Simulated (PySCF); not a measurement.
C3H2F3, SMILES [CH]=CC(F)(F)F, multiplicity 2. The structure is a stationary point at PBE-D3(BJ)/def2-SVP. The isomer is the one that the SMILES or the coordinates give; other isomers of the formula were not compared.

These are PBE-D3(BJ)/def2-SVP run with PySCF 2.14.0 values and carry that method's errors.

Harmonic wavenumbers (cm⁻¹): 91, 240, 324, 418, 512, 534, 594, 685, 745, 819, 859, 1112, 1142, 1230, 1262, 1670, 3012, 3208. Rotational constants (GHz): 5.419, 2.984, 2.931; symmetry number 1.

Work out the zero-point energy and the ideal-gas rigid-rotor harmonic-oscillator thermochemistry at 298.15 K and 1 atm.

ZPE = ½ Σ hcν = ½ × 18456 cm⁻¹ = 26.38 kcal/mol. H − E(el) = 30.60 kcal/mol. Entropy in cal/(mol K): translation 39.57, rotation 26.32, vibration 10.43, spin 1.38, total 77.70. G − E(el) = 7.44 kcal/mol. Cp = 21.88 cal/(mol K). Modes under 150 cm⁻¹ make the vibrational entropy uncertain.
